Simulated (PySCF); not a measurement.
Spinor energies of C⁺ (carbon, charge +1)

Start: [He] 2s2 3s1; 3s1/2 filled at m_j = +1/2. Calculated with PySCF 2.14 in x2c-SVPall-2c with one added diffuse shell of s type (4s2p1d, 15 functions): generalised Hartree-Fock with the X2C-1e Hamiltonian and a Gaussian nucleus; one run each with spin-orbit coupling (SO) switched off, then screened by Boettger's factors. This is a chosen level, not necessarily the ground level.

```json
{"spinor shell": "1s1/2", "electrons": "2", "ε, spin-free (eV)": "-337.03", "ε, screened SO (eV)": "-337.03", "weight of nominal j (screened SO)": "1.000", "rms radius, screened SO (bohr)": "0.311"}
{"spinor shell": "2s1/2", "electrons": "2", "ε, spin-free (eV)": "-38.653", "ε, screened SO (eV)": "-38.653", "weight of nominal j (screened SO)": "1.000", "rms radius, screened SO (bohr)": "1.51"}
{"spinor shell": "3s1/2", "electrons": "1", "ε, spin-free (eV)": "-9.726", "ε, screened SO (eV)": "-9.726", "weight of nominal j (screened SO)": "1.000", "rms radius, screened SO (bohr)": "4.62"}
```

| quantity | spin-free | screened SO |
| --- | --- | --- |
| E (hartree) | -36.72341 | -36.72341 |
| M_J | 1/2 | 1/2 |
| ⟨J²⟩ | 0.750 | 0.750 |
| ⟨L²⟩ | 0.000 | 0.000 |
| ⟨S²⟩ | 0.750 | 0.750 |

Each row is a mean over spinors that exchange with the open shell spreads, by up to 0.463 eV (2s1/2).

Without spin-orbit coupling the j labels of p, d and f shells carry no meaning; the spin-free column gives the mean over the occupied spinors of each nl shell.
